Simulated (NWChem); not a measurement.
Molecule: SiHOICl₂; SMILES O[Si](Cl)(Cl)I

```xyz
6

O     -1.9897     0.9215     0.0000
Si    -0.3355     0.8179     0.0000
Cl     0.4653     1.7473     1.6645
Cl     0.4653     1.7473    -1.6645
I      0.1960    -1.5537     0.0000
H     -2.3488     1.8287     0.0000
```
Atoms are numbered in this order, from 1.

Level: PBE-D3(BJ)/def2-SVP with def2 effective core potentials on I (NWChem), optimised geometry, unscaled harmonic frequencies. def2 effective core potentials on I; no spin-orbit coupling.

List the harmonic frequencies with IR intensities, and the thermochemistry.


```
frequency (cm⁻¹)  IR intensity (km/mol)
----------------  ---------------------
94                                 20.5
131                                 1.1
161                                48.2
197                                 5.8
206                                 2.5
268                                41.1
355                                47.6
527                               167.6
593                               184.4
795                               239.5
915                                63.0
3733                              105.9
```

The zero-point energy comes out as 11.4 kcal/mol. The thermal correction to the enthalpy at 298.15 K (with zero-point energy) comes out as 16.6 kcal/mol, the heat capacity Cv is 22.1 cal/(mol K) and the entropy at 298.15 K and 1 atm (symmetry number 1) comes out as 90.0 cal/(mol K).

Rigid rotor and harmonic oscillator; modes under 100 cm⁻¹ make the entropy uncertain.
